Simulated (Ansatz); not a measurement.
Reaction (β-hydride elimination): `CO[SiH2]Cl` → `[SiH3]Cl` + `C=O`

Computed with Ansatz on PBE0-D4/def2-TZVP structures; ΔE is electronic, products minus reactants. CCSD(T)/CBS adds triple-zeta CCSD(T) − MP2 to the extrapolated MP2 energy (def2 sets, frozen cores). This one scheme is used for every species. DFT in def2-TZVPP. B3LYP here is the variant with VWN-RPA as its local correlation; programs differ in this. HSE06 is defined as in plane-wave codes. One conformer a species, not always the lowest.

`CO[SiH2]Cl`:

```xyz
9

C    -0.054    0.231    1.362
O     0.773    0.087    0.226
Si    0.224   -0.101   -1.292
Cl   -0.866   -1.837   -1.473
H     0.578    0.503    2.208
H    -0.569   -0.706    1.590
H    -0.802    1.019    1.215
H     1.409   -0.194   -2.164
H    -0.694    0.999   -1.671
```

`[SiH3]Cl`:

```xyz
5

Si    0.017    0.106    0.070
Cl   -0.258   -1.593   -1.049
H    -1.084    1.050   -0.229
H     1.322    0.704   -0.294
H     0.002   -0.267    1.503
```

`C=O`:

Z-matrix (Å, degrees):
```
C
O 1 1.195
H 1 1.109 2 122.0
H 1 1.109 2 122.0 3 -180.0
```

```
          level  ΔE (kcal/mol)  difference from CCSD(T)/CBS
    LDA (SPW92)           59.2                          8.2
      revPBE-D4           46.7                         -4.3
        BLYP-D4           45.6                         -5.4
       B3LYP-D4           49.2                         -1.8
        ωB97M-V           51.1                          0.1
       PBE-QIDH           53.4                          2.4
         revPBE           41.6                         -9.4
          B3LYP           46.1                         -4.9
          HSE06           50.6                         -0.4
          BHLYP           50.6                         -0.4
      CAM-B3LYP           50.2                         -0.8
   MP2/def2-SVP           45.4                         -5.6
 MP2/def2-TZVPP           51.8                          0.8
CCSD/def2-TZVPP           49.4                         -1.6
  MP2/CBS(def2)           53.6                          2.6
 CCSD/CBS(def2)           51.2                          0.2
    CCSD(T)/CBS           51.0                            0
```

Largest T1 diagnostic among the species: 0.015.

Leaving LDA and LC-ωPBE aside and taking each functional with its dispersion term where it has one, the values, not all of them listed here, spread over 8.9 kcal/mol, from BLYP-D4 to r2SCAN0-D4. LDA lies +12.4 kcal/mol from PBE without D4. From r2SCAN to r2SCAN0 (25 % exact exchange), in def2-TZVPP and without D4, ΔE moves by +2.2 kcal/mol.
